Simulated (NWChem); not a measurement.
Everything below was run with NWChem. System: H₂Ge, charge 0, spin multiplicity 1, at a geometry optimised with B3LYP/def2-SVP. The structure started from a generated list of species. Level: TD-B3LYP/6-31G* (spherical d), VWN1-RPA local correlation.

Input file:

```
start mol
memory heap 200 mb stack 900 mb global 1100 mb
geometry units angstroms nocenter noautoz noautosym
  Ge     0.000000     0.000000     0.066351
  H     -1.142489     0.000000    -1.061618
  H      1.142489     0.000000    -1.061618
end
basis spherical
  * library 6-31g*
end
dft
  xc b3lyp
  semidirect memsize 60000000 filesize 0
  iterations 100
end
tddft
  rpa
  nroots 10
  notriplet
end
task tddft energy
```

Output (cleaned and shortened):

```
             Northwest Computational Chemistry Package (NWChem) 7.3.0
             --------------------------------------------------------

                                NWChem Input Module
                                -------------------

 Scaling coordinates for geometry "geometry" by  1.889725989
 (inverse scale =  0.529177249)

                             Geometry "geometry" -> ""
                             -------------------------

 Output coordinates in angstroms (scale by  1.889725989 to convert to a.u.)

  No.       Tag          Charge          X              Y              Z
 ---- ---------------- ---------- -------------- -------------- --------------
    1 Ge                  32.0000     0.00000000     0.00000000     0.06635100
    2 H                    1.0000    -1.14248900     0.00000000    -1.06161800
    3 H                    1.0000     1.14248900     0.00000000    -1.06161800

 Effective nuclear repulsion energy (a.u.)      21.3263105001

            Nuclear Dipole moment (a.u.)
            ----------------------------
        X                 Y               Z
 ---------------- ---------------- ----------------
     0.0000000000     0.0000000000    -0.0000075589


 Summary of "ao basis" -> "" (spherical)
 ------------------------------------------------------------------------------
       Tag                 Description            Shells   Functions and Types
 ---------------- ------------------------------  ------  ---------------------
 *                           6-31g*                   on all atoms

                                 NWChem DFT Module
                                 -----------------

 Summary of "ao basis" -> "ao basis" (spherical)
 ------------------------------------------------------------------------------
       Tag                 Description            Shells   Functions and Types
 ---------------- ------------------------------  ------  ---------------------
 Ge                          6-31g*                 12       32   5s4p3d
 H                           6-31g*                  2        2   2s

 Summary of "ao basis" -> "ao basis" (spherical)
 ------------------------------------------------------------------------------
       Tag                 Description            Shells   Functions and Types
 ---------------- ------------------------------  ------  ---------------------
 Ge                          6-31g*                 12       32   5s4p3d
 H                           6-31g*                  2        2   2s

            General Information
            -------------------
          SCF calculation type: DFT
          Wavefunction type:  closed shell.
          No. of atoms     :     3
          No. of electrons :    34
           Alpha electrons :    17
            Beta electrons :    17
          Charge           :     0
          Spin multiplicity:     1
          Use of symmetry is: off; symmetry adaption is: off
          Maximum number of iterations: 100
          AO basis - number of functions:    36
                     number of shells:    16
          Convergence on energy requested:  1.00D-06
          Convergence on density requested:  1.00D-05
          Convergence on gradient requested:  5.00D-04

              XC Information
              --------------
                         B3LYP Method XC Potential
                     Hartree-Fock (Exact) Exchange  0.200
                        Slater Exchange Functional  0.800 local
                    Becke 1988 Exchange Functional  0.720 non-local
[...]
     Occ.   17  a   ---  Virt.   24  a    0.06167 X
  ----------------------------------------------------------------------------
  Root   6 singlet a              0.359331334 a.u.                9.7779 eV
  ----------------------------------------------------------------------------
     Transition Moments    X -0.00000   Y  0.00000   Z  1.56214
     Transition Moments   XX  0.67122  XY  0.00000  XZ  0.00000
     Transition Moments   YY  1.37720  YZ -0.00000  ZZ  0.85291
     Dipole Oscillator Strength                    0.5845784044
     Electric Quadrupole                           0.0000000332
     Magnetic Dipole                               0.0000000000
     Total Oscillator Strength                     0.5845784376

          sigma_e =   2.2825 Angstrom
          sigma_h =   1.5727 Angstrom
         |d_h->e| =   0.6629 Angstrom
            d_exc =   2.8612 Angstrom
            d_CD1 =   1.3727 Angstrom
            d_CD2 =  -1.2646 Angstrom
            d_CD3 =   3.5241 Angstrom
     Pearson C.C. =  -0.0089

     Occ.   16  a   ---  Virt.   19  a   -0.82659 X
     Occ.   16  a   ---  Virt.   19  a    0.06469 Y
     Occ.   17  a   ---  Virt.   20  a    0.36562 X
     Occ.   17  a   ---  Virt.   21  a   -0.34397 X
     Occ.   17  a   ---  Virt.   24  a   -0.24568 X
     Occ.   17  a   ---  Virt.   26  a   -0.08150 X
  ----------------------------------------------------------------------------
  Root   7 singlet a              0.369601188 a.u.               10.0574 eV
  ----------------------------------------------------------------------------
     Transition Moments    X  1.22604   Y  0.00000   Z -0.00000
     Transition Moments   XX  0.00000  XY  0.00000  XZ -0.55095
     Transition Moments   YY -0.00000  YZ  0.00000  ZZ -0.00000
     Dipole Oscillator Strength                    0.3703860589
     Electric Quadrupole                           0.0000000816
     Magnetic Dipole                               0.0000000313
     Total Oscillator Strength                     0.3703861718

          sigma_e =   2.2479 Angstrom
          sigma_h =   1.5335 Angstrom
         |d_h->e| =   0.4271 Angstrom
            d_exc =   2.8134 Angstrom
            d_CD1 =   1.1414 Angstrom
            d_CD2 =  -1.4636 Angstrom
            d_CD3 =   3.2405 Angstrom
     Pearson C.C. =  -0.0476

     Occ.   15  a   ---  Virt.   19  a    0.06547 X
     Occ.   16  a   ---  Virt.   20  a   -0.84637 X
     Occ.   16  a   ---  Virt.   21  a   -0.38912 X
     Occ.   17  a   ---  Virt.   19  a    0.12759 X
     Occ.   17  a   ---  Virt.   22  a   -0.33497 X
  ----------------------------------------------------------------------------
  Root   8 singlet a              0.379061845 a.u.               10.3148 eV
  ----------------------------------------------------------------------------
     Transition Moments    X -0.00000   Y  0.83166   Z -0.00000
     Transition Moments   XX -0.00000  XY  0.00000  XZ  0.00000
     Transition Moments   YY  0.00000  YZ  0.97783  ZZ -0.00000
     Dipole Oscillator Strength                    0.1747875311
     Electric Quadrupole                           0.0000002773
     Magnetic Dipole                               0.0000000676
     Total Oscillator Strength                     0.1747878761

          sigma_e =   2.1789 Angstrom
          sigma_h =   1.4785 Angstrom
         |d_h->e| =   0.0933 Angstrom
            d_exc =   2.6582 Angstrom
            d_CD1 =   0.7936 Angstrom
            d_CD2 =  -1.7354 Angstrom
            d_CD3 =   2.7515 Angstrom
     Pearson C.C. =  -0.0192

     Occ.   15  a   ---  Virt.   18  a    0.65325 X
     Occ.   17  a   ---  Virt.   23  a   -0.75406 X
  ----------------------------------------------------------------------------
  Root   9 singlet a              0.382773591 a.u.               10.4158 eV
  ----------------------------------------------------------------------------
     Transition Moments    X -0.57939   Y -0.00000   Z -0.00000
     Transition Moments   XX  0.00000  XY  0.00000  XZ  2.11803
     Transition Moments   YY -0.00000  YZ  0.00000  ZZ -0.00000
     Dipole Oscillator Strength                    0.0856626394
     Electric Quadrupole                           0.0000013397
     Magnetic Dipole                               0.0000002991
     Total Oscillator Strength                     0.0856642782

          sigma_e =   2.3016 Angstrom
          sigma_h =   1.6036 Angstrom
         |d_h->e| =   0.2246 Angstrom
            d_exc =   2.7056 Angstrom
            d_CD1 =   0.9226 Angstrom
            d_CD2 =  -1.7280 Angstrom
            d_CD3 =   2.9302 Angstrom
     Pearson C.C. =   0.0812

     Occ.   16  a   ---  Virt.   20  a    0.12905 X
     Occ.   16  a   ---  Virt.   21  a    0.45812 X
     Occ.   17  a   ---  Virt.   19  a   -0.06057 X
     Occ.   17  a   ---  Virt.   22  a   -0.87408 X
  ----------------------------------------------------------------------------
  Root  10 singlet a              0.404459988 a.u.               11.0059 eV
  ----------------------------------------------------------------------------
     Transition Moments    X  0.00000   Y  0.75583   Z -0.00000
     Transition Moments   XX  0.00000  XY -0.00000  XZ -0.00000
     Transition Moments   YY -0.00000  YZ -1.26707  ZZ -0.00000
     Dipole Oscillator Strength                    0.1540395642
     Electric Quadrupole                           0.0000005657
     Magnetic Dipole                               0.0000000106
     Total Oscillator Strength                     0.1540401404

          sigma_e =   2.0885 Angstrom
          sigma_h =   1.4564 Angstrom
         |d_h->e| =   0.2880 Angstrom
            d_exc =   2.6329 Angstrom
            d_CD1 =   0.9201 Angstrom
            d_CD2 =  -1.4845 Angstrom
            d_CD3 =   2.9209 Angstrom
     Pearson C.C. =  -0.0602

     Occ.   15  a   ---  Virt.   18  a    0.73925 X
     Occ.   15  a   ---  Virt.   18  a   -0.05764 Y
     Occ.   15  a   ---  Virt.   23  a   -0.06182 X
     Occ.   16  a   ---  Virt.   25  a    0.09470 X
     Occ.   17  a   ---  Virt.   23  a    0.65399 X
     Occ.   17  a   ---  Virt.   27  a   -0.13695 X

              Target root =      1
          Target symmetry = none
      Ground state energy =  -2077.909791607993
        Excitation energy =      0.089306834299
     Excited state energy =  -2077.820484773694

  stored tddft:energy   -2077.8204847736938

 Task  times  cpu:       29.6s     wall:       29.6s

 Total times  cpu:       29.7s     wall:       29.7s
```
